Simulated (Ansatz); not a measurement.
BrI (`BrI`), relaxed with RKS PBE-D4/def2-SVP in Ansatz from a rough embedded geometry. The force threshold is 0.03 eV/Å; the program also tests the step.

Charge 0, multiplicity 1. I: def2 effective core potential.

Start:

```xyz
2

Br    0.372   -0.824   -0.832
I    -0.372    0.824    0.832
```

(1) By how much does the energy fall, and how many steps does the optimiser take? (Estimate.)

(2) Which bonds change most? (Best estimate.)

(3) Give the relaxed structure. (Estimate.)

## Answers

(1) Computed: 2.36 kJ/mol, in 3 steps.

(2) Computed: Br1–I2 from 2.458 to 2.520 Å.

(3) The calculation gave: 
```xyz
2

Br    0.381   -0.845   -0.853
I    -0.381    0.845    0.853
```
